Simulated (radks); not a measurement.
Spherical quantum dot in the effective-mass picture: electrons in a parabolic well V = omega^2 r^2 / 2 with omega = 3.17, all in effective atomic units (hartree* = m*/eps^2 hartree, bohr* = eps/m* bohr), one dielectric constant everywhere. Method: non-relativistic Kohn-Sham, LDA (Slater exchange, Perdew-Wang correlation), spin-polarised, spherical densities; computed with a radial shooting solver with Libxc functionals. Levels are named by radial order and angular momentum (1s, 1p, 1d, 2s, ...), and open shells are averaged over m. Results are scaled to m* = 0.157 and eps = 8.7, for which hartree* = 56.44 meV and bohr* = 2.932 nm.

N = 3, configuration 1s2 1p(up 1, down 0). This is the lowest configuration that the search found. Occupied and some empty levels:

| level | occupation | eigenvalue (meV) | <r> (nm) |
|---|---|---|---|
| 1s up | 1 | 429.64 | 1.980 |
| 1s down | 1 | 436.55 | 1.974 |
| 1p up | 1 | 588.08 | 2.586 |
| 1p down | 0 | 595.78 | 2.588 |
| 1d up | 0 | 752.93 | 3.064 |
| 1d down | 0 | 760.22 | 3.072 |
| 2s up | 0 | 763.22 | 2.842 |
| 2s down | 0 | 768.49 | 2.851 |
| 1f up | 0 | 921.79 | 3.474 |
| 1f down | 0 | 928.17 | 3.485 |

Energy (meV): total 1183.17, kinetic 444.85, external 544.89, Hartree 306.61, exchange-correlation -113.17.
